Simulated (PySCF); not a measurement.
Dipole moment and polarisability of SnClH3

Compound: SnClH3.
Structure used (PBE0-D3(BJ)/def2-SVP), in Å, numbered top down from 1:
```xyz
5
ClH3Sn angstrom
Sn     0.0147   -0.0202   -0.1970
Cl     0.0138   -0.0514    2.1616
H      1.6531   -0.0396   -0.6768
H     -0.7778    1.4204   -0.6590
H     -0.8289   -1.4196   -0.6909
```

Level: wB97X-D/def2-SVPD (PySCF), static field, nuclei fixed, core orbitals frozen in the response. The polarisability tensor in these axes (au):

```
x   51.15  0.01 -0.02
y    0.01 51.18 -0.19
z   -0.02 -0.19 63.37
```

**Question.** Diagonalise the tensor; give its mean and Δα, where Δα² is half the sum of the squared differences of the eigenvalues.

**Answer.** Principal values 51.14, 51.18 and 63.37 au; mean 55.23 au = 8.18 Å³ = 9.11 × 10⁻⁴⁰ C²·m²/J; Δα = 12.21 au (22 % of the mean).

**Question.** What is the dipole moment, and where does it point?

**Answer.** (0.00, 0.03, -2.74) D, 2.74 D in size, pointing from the negative to the positive side. Measured along this direction, the outermost atoms are Cl2 at the negative end and H4, H3 and H5 at the positive end.

**Question.** Refractivity n − 1 of an ideal gas of it at 400 K and 1 atm, from the electronic α?

**Answer.** N = p/kT = 1.8347 × 10¹⁹ cm⁻³, so n − 1 = 2π × N × 8.18 × 10⁻²⁴ cm³ = 944 × 10⁻⁶ at long wavelengths, for an ideal gas.

**Question.** Find the Langevin capture rate constant for NH4+ (18.034 u) meeting this molecule (157.895 u), k = 2.342 × 10⁻⁹ cm³/s × √(α in Å³ / reduced mass in u).

**Answer.** The reduced mass is 16.19 u, so k = 1.67 × 10⁻⁹ cm³/s. The formula leaves out the permanent dipole, which adds to the capture rate.

**Question.** Molar refractivity from α?

**Answer.** Lorentz–Lorenz: R = (4π/3)N_A α = 2.5225 cm³/(mol·Å³) × 8.18 Å³ = 20.6 cm³/mol, in the limit of long wavelengths.

**Question.** Orientational against electronic polarisability at 350 K (dilute gas, rigid molecules)?

**Answer.** In Gaussian units μ²/3kT = 51.97 Å³ against 8.18 Å³, a ratio of 6.35; the Debye molar polarisation (4π/3)N_A(α + μ²/3kT) is 151.8 cm³/mol, leaving out the vibrational part.

**Question.** Rayleigh depolarisation ratio (linearly polarised light, static tensor)?

**Answer.** ρ = 3Δα²/(45ᾱ² + 4Δα²) = 447.4/(137279 + 596.5) = 0.00324.

Geometry: PBE0-D3(BJ)/def2-SVP; no solvent, vibrations or thermal averaging. Atoms past krypton carry effective core potentials; spin–orbit coupling is left out.
